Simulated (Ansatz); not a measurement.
Cost and result up the ladder for Si₅F₃ (8 atoms). Charge 0, multiplicity 2. Geometry: B3LYP-D4/def2-SVP.

```tsv
atom	x (Å)	y (Å)	z (Å)
Si1	-0.1432	-0.3877	0.3160
Si2	1.9037	0.7278	0.0804
Si3	-1.5322	-1.7789	-0.8384
Si4	-1.1340	-2.3553	1.2313
Si5	0.1930	1.8931	0.7297
F6	-2.2308	-1.9892	-2.2932
F7	3.4620	0.5926	-0.3626
F8	-0.5185	3.2975	1.1368
```

Ansatz on 4 threads of Arm Neoverse V2 on a shared host. Times are rough, and most runs start from the orbitals of an earlier one. r2SCAN0-D4/def2-TZVP serves as the yardstick here, not as an exact answer. Differences are given only for rows in sets of like size (and for xTB, whose basis is part of the method), since another set adds its own error. Binding counts from free atoms at the same level (Si triplet, F doublet; other spins of the atoms weren't run), without zero-point energy or a counterpoise term.

Correlated methods freeze 28 core orbitals. The rows differ in basis, and correlated rows in double-zeta sets carry the largest basis error. Another isomer (doublet) lies 1.71 eV lower at PBE0-D4/def2-TZVP; other spin states weren't run for this one.

Correlated methods converge slowly with the basis, most of all in double-zeta sets.

```json
{"level": "PBE-D4/def2-TZVP (with forces)", "functions": "278", "wall time": "7 s", "binding energy per atom (eV)": "3.86", "difference from r2SCAN0-D4/def2-TZVP (eV)": "0.28"}
{"level": "r2SCAN-D4/def2-TZVP", "functions": "278", "wall time": "17 s", "binding energy per atom (eV)": "3.75", "difference from r2SCAN0-D4/def2-TZVP (eV)": "0.17"}
{"level": "B97M-V/def2-TZVP", "functions": "278", "wall time": "23 s", "binding energy per atom (eV)": "3.79", "difference from r2SCAN0-D4/def2-TZVP (eV)": "0.21"}
{"level": "PBE0-D4/def2-TZVP", "functions": "278", "wall time": "25 s", "binding energy per atom (eV)": "3.68", "difference from r2SCAN0-D4/def2-TZVP (eV)": "0.09"}
{"level": "r2SCAN0-D4/def2-TZVP", "functions": "278", "wall time": "30 s", "binding energy per atom (eV)": "3.58", "difference from r2SCAN0-D4/def2-TZVP (eV)": "0.00"}
{"level": "CCSD(T)/def2-SVP", "functions": "132", "wall time": "52 s", "binding energy per atom (eV)": "3.19", "difference from r2SCAN0-D4/def2-TZVP (eV)": "–"}
```
